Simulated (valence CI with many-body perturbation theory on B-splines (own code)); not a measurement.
## Lu31+: magnetic and hyperfine properties of the levels

Computed by relativistic CI+MBPT: four valence electrons over a frozen Dirac-Fock core [Kr], a basis of 7 s, 7 p, 8 d, 6 f, 4 g, 1 h functions for each j, with the one-electron correlation potential Σ1 (screened to all orders), the two-electron term Σ2, the three-electron term Σ3, Breit, model QED; selected single and double excitations, second order for the rest, scaled by the run's own slope (own B-spline code, finite nucleus).

The last digits are not significant, and no measured levels were compared; by estimate large intervals hold to a few tenths of a per cent, small ones and those within an open d or f shell to about a per cent. The list stops below the first excitations out of the core.

A/g_I is the dipole constant over the nuclear g factor μ/I (μ in nuclear magnetons, uniformly magnetised nucleus), B/Q the quadrupole constant per barn. Both hold the static response of the core; the bare values leave it out. Large factors of s and p1/2 electrons are usually good to 5 to 10 %; those of open d and f shells near neutrality can be off by tens of per cent, and small factors of p3/2, d and f electrons come from cancelling terms and can be off by a factor of two or in sign, in half-filled shells by more. B is blank for J = 1/2, where it vanishes, and for nearly pure S terms. Energies count from the lowest level. Levels with J = 0 are left out.

Levels are named by their leading jj configuration (3d3/2^4 stands for four electrons in 3d with j = 3/2), which in mixed levels can hold well under half, so a name can repeat and another be missing. Letters in brackets count levels of one name in rising energy.

```
                    Level  E (cm⁻¹)      g  A/g_I (MHz)  A/g_I bare  B/Q (MHz/b)  B/Q bare
      (4d3/2^3 4d5/2) J=1     88145  1.497        -1750        -864         4410      4230
      (4d3/2^3 4d5/2) J=2    124200  1.287         6970        7370         9200      8850
      (4d3/2^3 4d5/2) J=4    125330  1.092        12500       12500          278       178
      (4d3/2^3 4d5/2) J=3    135790  1.187        10500       10700         6480      6200
(4d3/2^2 4d5/2^2) J=2 [a]    210970  1.166         5310        5480         8710      8390
(4d3/2^2 4d5/2^2) J=4 [a]    212360  1.158         9980       10100        -5190     -5050
(4d3/2^2 4d5/2^2) J=3 [a]    216910  1.127         8930        8990         1920      1840
    (4d3/2^2 4d5/2^2) J=5    231100  1.083        11600       11500        11000     10600
    (4d3/2^2 4d5/2^2) J=1    239280  1.143        12600       12700          978       918
    (4d3/2^2 4d5/2^2) J=6    241340  1.083        12200       12200        13300     12700
(4d3/2^2 4d5/2^2) J=3 [b]    253450  1.105        12700       12700         3760      3620
(4d3/2^2 4d5/2^2) J=4 [b]    253560  1.032        13300       13100        -4260     -4060
(4d3/2^2 4d5/2^2) J=2 [b]    256780  1.099        11600       11600         4310      4140
(4d3/2^2 4d5/2^2) J=2 [c]    292070  1.005        15900       15700        -1570     -1530
(4d3/2^2 4d5/2^2) J=4 [c]    300620  1.222         8460        8710        18900     18200
(4d3/2^2 4d5/2^2) J=2 [d]    333790  1.202        10300       10500        -4550     -4330
  (4d3/2 4d5/2^3) J=3 [a]    334050  1.161         6970        7110         1500      1470
  (4d3/2 4d5/2^3) J=4 [a]    334790  1.121         8910        8960        -7560     -7290
  (4d3/2 4d5/2^3) J=1 [a]    348030  0.911        12700       12300         5200      4980
      (4d3/2 4d5/2^3) J=5    350430  1.144         9930       10000        -7540     -7270
      (4d3/2 4d5/2^3) J=6    354680  1.077        11500       11400        15500     14900
  (4d3/2 4d5/2^3) J=2 [a]    374070  1.047        13000       12900        10500     10100
  (4d3/2 4d5/2^3) J=3 [b]    379470  1.090        11300       11200         4460      4340
  (4d3/2 4d5/2^3) J=3 [c]    418130  1.061        12500       12400        16700     16000
  (4d3/2 4d5/2^3) J=1 [b]    418270  1.437         1750        2490        -7780     -7460
  (4d3/2 4d5/2^3) J=4 [b]    424000  1.042        12700       12500        15400     14900
  (4d3/2 4d5/2^3) J=2 [b]    432570  1.115        11300       11300       -17800    -17100
            (4d5/2^4) J=4    473270  1.160         8360        8480       -14600    -14000
            (4d5/2^4) J=2    506120  1.053         9370        9270         6410      6150
```

**Question.** Take the isotope of mass number 175, with I = 7/2, μ = 2.2257 μN and Q = 3.49 b. What is the hyperfine structure of (4d3/2^2 4d5/2^2) J=5?

**Answer.** From the table A = 7360 MHz, B = 38500 MHz. Shifts from the centre of gravity in MHz: F = 3/2: -138000, F = 5/2: -125000, F = 7/2: -107000, F = 9/2: -80500, F = 11/2: -45000, F = 13/2: 1600, F = 15/2: 61800, F = 17/2: 138000.
